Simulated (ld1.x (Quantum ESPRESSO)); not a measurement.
# An all-electron radial function and its pseudo partner (Te (Z = 52))

Columns: radius, all-electron u(r) and pseudo u(r) of the 4d shell (level -46.04 eV) of tellurium in the configuration [Ar] 3d10 4s2 4p6 4d10 5s2 5p3.5; LDA (PZ), scalar-relativistic, ultrasoft scheme, ld1.x (Quantum ESPRESSO) 7.5.

```tsv
r (bohr)	all-electron	pseudo
0.078	0.2393	-0.0052
0.155	0.5639	-0.0390
0.232	0.5466	-0.1211
0.310	0.2617	-0.2589
0.388	-0.1177	-0.4406
0.465	-0.4705	-0.6395
0.542	-0.7496	-0.8286
0.620	-0.9439	-0.9828
0.698	-1.0566	-1.0820
0.775	-1.1033	-1.1224
0.852	-1.1025	-1.1140
0.930	-1.0681	-1.0720
1.008	-1.0119	-1.0121
1.085	-0.9439	-0.9439
1.162	-0.8698	-0.8698
1.240	-0.7929	-0.7929
1.318	-0.7174	-0.7174
1.395	-0.6460	-0.6460
1.472	-0.5790	-0.5790
1.550	-0.5161	-0.5161
1.628	-0.4585	-0.4585
1.705	-0.4070	-0.4070
1.782	-0.3604	-0.3604
1.860	-0.3180	-0.3180
1.938	-0.2801	-0.2801
2.015	-0.2468	-0.2468
```

Question: How many radial nodes do the two functions have?

Answer: The all-electron 4d function has n − l − 1 = 1; the pseudo-wave has 0, since the states of the same l below it are removed with the core.

Question: At about which radius was the pseudo-wave matched?

Answer: 1.05 bohr, where the columns begin to agree (steps of 0.08 bohr).

Question: Where does each function peak?

Answer: Outermost all-electron maximum near 0.78 bohr, pseudo maximum near 0.78 bohr (to the table’s step).

Question: Is the pseudo-wave norm-conserving?

Answer: No, it belongs to an ultrasoft set: the norm inside the radius is not constrained, and the difference is carried by the augmentation charge.
